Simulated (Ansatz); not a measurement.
A run on C$_{2}$H$_{7}$ClFNSZr (`C[N](C)[Zr]([F])([SH])[Cl]`) with other settings.

```yaml
crystal:
  periodic: [false, false, false]
  atoms:
    - {symbol: C, position_ang: [0.236636, 0.372590, 1.791666]}
    - {symbol: N, position_ang: [0.288045, -0.005446, 0.399055]}
    - {symbol: C, position_ang: [1.039366, -1.217025, 0.146288]}
    - {symbol: Zr, position_ang: [-0.540413, 0.918176, -1.150460]}
    - {symbol: F, position_ang: [-1.167789, 2.628986, -0.605038]}
    - {symbol: S, position_ang: [-2.400518, -0.597548, -1.633260]}
    - {symbol: Cl, position_ang: [0.963262, 1.000854, -2.977360]}
    - {symbol: H, position_ang: [-0.235234, -0.413784, 2.393794]}
    - {symbol: H, position_ang: [1.244119, 0.544817, 2.191157]}
    - {symbol: H, position_ang: [-0.340436, 1.290830, 1.922577]}
    - {symbol: H, position_ang: [0.602710, -2.068387, 0.682233]}
    - {symbol: H, position_ang: [2.085347, -1.108433, 0.458616]}
    - {symbol: H, position_ang: [1.038275, -1.463760, -0.921044]}
    - {symbol: H, position_ang: [-2.813369, 0.118120, -2.698225]}
basis:
  gaussian: {orbitals: def2-mTZVPP, fitting: {mean_field: cc-pVTZ-jkfit}}
magnetization: {spin_polarized: true, initial_magnetization: 2}
hamiltonian: {xc: {name: r2SCAN}, dispersion: rvv10}
accuracy: high
```

```sh
$ ansatz run in.yaml --threads 2 --pin off --events-out ev --progress --plain --max-ram 31744MiB --backend cpu
```

Shortened log:

```
Functional definition: r2SCAN+rVV10
Error: <dir> the basis set cc-pVTZ-JKFIT has no functions for Zr
```

It took 0.2 s on 2 threads of an AMD EPYC 7R13 on a shared host, with 0.09 GiB of host memory at the peak.
